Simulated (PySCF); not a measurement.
**C₆ coefficients of unlike pairs at BHandHLYP**

Calculated with PySCF 2.14 from the dipole response of each species, C₆(A,B) = (3/π) ∫ α_A(iu) α_B(iu) du, in atomic units, from isotropic polarisabilities. For ions this is the dispersion term alone; charge-induced terms of lower order in 1/R come first.

```
species       configuration                                                                         basis      relativity  α (bohr³)  C₆ (like pair)
     Ba       [Xe] 6s2 (1S)  x2c-TZVPPall with one added diffuse shell each of s, p, d type (12s8p7d2f1g)   spin-free X2C      265.7            5181
    Zn+  [Ar] 3d10 4s1 (2S)                                   aug-cc-pVQZ-PP with ECP10MDF (7s7p6d4f3g2h)  core potential      18.50           76.90
 Al(2+)       [Ne] 3s1 (2S)                                                       dyall-av3z (19s12p3d2f)   spin-free X2C      13.21           34.45
    Li+            1s2 (1S)                                                      aug-cc-pVQZ (6s5p4d3f2g)            none     0.1866         0.06652
```

Q: Estimate C₆ for Al(2+) with Ba.

A: The integral gives 384.4. The combination rule 2 C_A C_B / (C_A α_B/α_A + C_B α_A/α_B) gives 375.6 and the geometric mean 422.5.

No spin-orbit coupling is included.

The other pairs:

```json
{"pair": "Zn+, Ba", "C₆": "554.1"}
{"pair": "Li+, Al(2+)", "C₆": "0.9184"}
{"pair": "Al(2+), Zn+", "C₆": "50.76"}
{"pair": "Li+, Ba", "C₆": "8.307"}
{"pair": "Li+, Zn+", "C₆": "1.647"}
```
